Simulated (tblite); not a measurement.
Species: C₃H₈BFS.
Numbering: `[CH3:1][S@+:2]1[BH2-:3][C@H:4]([F:5])[CH2:6]1` (hydrogens: H7, H8, H9 on C1; H10, H11 on B3; H12 on C4; H13, H14 on C6)

Computed with GFN2-xTB (tblite), gas phase: L-BFGS steps from a force-field or distance-geometry start until the largest atomic force falls under 0.01 eV/Å.

Step 0: E = -535.6192 eV
```
atom  x, y, z in Å  |  force x, y, z in eV/Å
C1      2.0664   -0.1136    0.0498    0.768  -0.672  -1.011
S2      0.5864    0.7159    0.6249    1.413   1.990   1.472
B3     -0.7115   -0.5294    1.0277   -1.283  -1.537   1.059
C4     -1.5673   -0.1121   -0.2783   -0.236  -0.085   0.881
F5     -1.6334   -1.1601   -1.1744   -0.537   0.209  -0.638
C6     -0.5679    0.9503   -0.7060   -0.475   0.333  -1.647
H7      2.7148    0.6284   -0.4609   -0.341  -0.496   0.342
H8      2.6051   -0.5498    0.9156   -0.496   0.347  -0.538
H9      1.7886   -0.9165   -0.6642    0.240   0.391   0.472
H10    -0.3144   -1.6455    0.9811    0.154   0.085   0.100
H11    -1.2920   -0.2608    2.0358    0.339   0.009   0.041
H12    -2.5710    0.2930   -0.0244    0.286  -0.392  -0.877
H13    -1.0098    1.9711   -0.6572    0.586  -0.559  -0.224
H14    -0.0949    0.7288   -1.6916   -0.418   0.377   0.567
```

Question: Estimate the geometry and energy of step 1. (The exact step hangs on the optimiser's Hessian estimate; all steps are aligned on step 0, rigid shifts and turns removed.)

Answer: E = -535.8598 eV, largest force 1.483 eV/Å
```
atom  x, y, z in Å  |  force x, y, z in eV/Å
C1      2.0773   -0.1232    0.0353    0.257  -0.086  -0.226
S2      0.6065    0.7443    0.6460    0.715   1.160   0.584
B3     -0.7298   -0.5514    1.0429   -0.708  -0.681   0.520
C4     -1.5706   -0.1133   -0.2658    0.245  -0.181   0.232
F5     -1.6410   -1.1571   -1.1835   -0.479   0.347  -0.358
C6     -0.5746    0.9550   -0.7295   -0.318  -0.110   0.013
H7      2.7100    0.6213   -0.4560   -0.041  -0.258   0.075
H8      2.5981   -0.5449    0.9079   -0.294   0.188  -0.380
H9      1.7920   -0.9109   -0.6574    0.034  -0.005   0.080
H10    -0.3122   -1.6443    0.9825    0.232  -0.145   0.109
H11    -1.2871   -0.2607    2.0364    0.134   0.017   0.328
H12    -2.5669    0.2874   -0.0369   -0.009  -0.243  -0.694
H13    -1.0014    1.9631   -0.6604    0.351  -0.188  -0.263
H14    -0.1008    0.7342   -1.6835   -0.121   0.184  -0.019
```

The energy changes by -0.2406 eV. The first-order estimate −F·Δx gives -0.3429 eV and the mean of the old and new forces, exact on a quadratic surface, -0.2420 eV. The step makes an angle of 0° with the force vector and moves no atom by more than 0.041 Å.

The cost below is that of the whole relaxation. On one thread of an Arm Neoverse N1, no GPU, on a shared host, this took 0.74 s wall.
